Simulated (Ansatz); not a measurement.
Reaction (homolysis of the C–O bond): `CB(F)OC(C)=O` → `C[C]=O`• + `CB([O])F`•

Calculated with Ansatz (gas phase, PBE0-D4/def2-TZVP geometries, no zero-point term in ΔE). CCSD(T)/CBS is the MP2 limit (def2-TZVPP, def2-QZVPP) plus CCSD(T) − MP2 in def2-TZVPP, frozen cores. DFT in def2-TZVPP. No spin–orbit coupling; open shells (•) take unrestricted orbitals. Each species was taken in one conformer, which may not be the lowest.

```tsv
species	B2PLYP energy (Eh)
`CB(F)OC(C)=O`	-393.09588
`C[C]=O`•	-153.12536
`CB([O])F`•	-239.81338
```

(1) Work out ΔE.

Largest T1 diagnostic among the species: 0.019.

## Answers

(1) ΔE = (-153.12536) + (-239.81338) − (-393.09588) = 0.15714 Eh = +4.28 eV. CCSD(T)/CBS gives +4.53 eV.

The D4 term adds +0.15 eV with B3LYP and +0.09 eV with PBE0; it sums over pairs of atoms, weighted by their polarisabilities, and B3LYP, whose exchange is more repulsive, gets the larger term. In def2-TZVPP, CCSD(T) changes the Hartree–Fock value by +1.33 eV (the triples alone add +0.10 eV) and MP2 by +1.74 eV; breaking electron pairs costs correlation energy, which Hartree–Fock lacks. From PBE to PBE0 (25 % exact exchange), in def2-TZVPP and without D4, ΔE moves by +0.09 eV.

B3LYP here is the variant with VWN-RPA as its local correlation; programs differ in this.
